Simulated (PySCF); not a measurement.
Geometry (Å), atoms numbered from 1 in this order:
```xyz
19

C     1.5075    2.7554    0.2893
C     0.9588    1.6704    0.2222
Si    0.1252    0.0317    0.1207
C     1.4373   -1.2872   -0.0177
C     2.7535   -1.0519   -0.0592
C    -1.1767   -0.0300   -1.2618
C    -2.4512   -0.2947   -0.5051
C    -2.4148   -0.3968    0.8320
C    -1.0988   -0.2445    1.5478
H     1.9880    3.7161    0.3488
H     1.0937   -2.3300   -0.0733
H     3.4886   -1.8601   -0.1458
H     3.1521   -0.0322   -0.0079
H    -0.9660   -0.8201   -2.0034
H    -1.2240    0.9156   -1.8287
H    -3.3965   -0.3995   -1.0498
H    -3.3293   -0.5869    1.4056
H    -1.1103    0.6033    2.2540
H    -0.8508   -1.1377    2.1475
```

Geometry: PBE0-D3(BJ)/def2-SVP; GIAO shifts from PySCF, gas phase, non-relativistic, averaged over equivalent atoms.

At wB97X-D/pcSseg-1 (210 basis functions, 57 s wall time on 1 thread of an AMD EPYC 7R43 64-Core, shared host):
```json
{"atoms": "C5", "δ (ppm)": "146.9"}
{"atoms": "C4", "δ (ppm)": "141.2"}
{"atoms": "C7/C8", "δ (ppm)": "141.2"}
{"atoms": "C1", "δ (ppm)": "106.5"}
{"atoms": "C2", "δ (ppm)": "87.6"}
{"atoms": "C6/C9", "δ (ppm)": "19.7"}
{"atoms": "Si3", "δ (ppm)": "-6.6"}
{"atoms": "H13", "δ (ppm)": "6.66"}
{"atoms": "H12", "δ (ppm)": "6.44"}
{"atoms": "H11", "δ (ppm)": "6.15"}
{"atoms": "H16/H17", "δ (ppm)": "6.03"}
{"atoms": "H10", "δ (ppm)": "2.46"}
{"atoms": "H15/H18", "δ (ppm)": "1.66"}
{"atoms": "H14/H19", "δ (ppm)": "1.43"}
```

δ = σ(ref) − σ, references computed at the same level: TMS for 13C (184.54 ppm), 29Si (352.93 ppm), 1H (31.38 ppm).

Problem. Predict the values at PBE0/pcSseg-1 on the same geometry.

Solution. 
```csv
atoms,δ at PBE0/pcSseg-1,change
C5,146.0,-0.9
C4,141.4,+0.2
C7/C8,140.7,-0.5
C1,105.6,-0.9
C2,88.2,+0.6
C6/C9,21.2,+1.5
Si3,-8.3,-1.7
H13,6.66,+0.00
H12,6.47,+0.03
H11,6.20,+0.05
H16/H17,6.06,+0.03
H10,2.46,+0.00
H15/H18,1.78,+0.12
H14/H19,1.53,+0.10
```

Shifts are taken against calculated references (same method and geometry level): TMS for 13C (184.41 ppm), 29Si (351.99 ppm), 1H (31.27 ppm).

The largest change is at Si3 (silicon bonded to 4 C, in a 5-membered ring). Cost: 210 basis functions, 44 s wall time on 1 thread of an AMD EPYC 7R43 64-Core, shared host. The order of the carbon signals is the same at both levels.
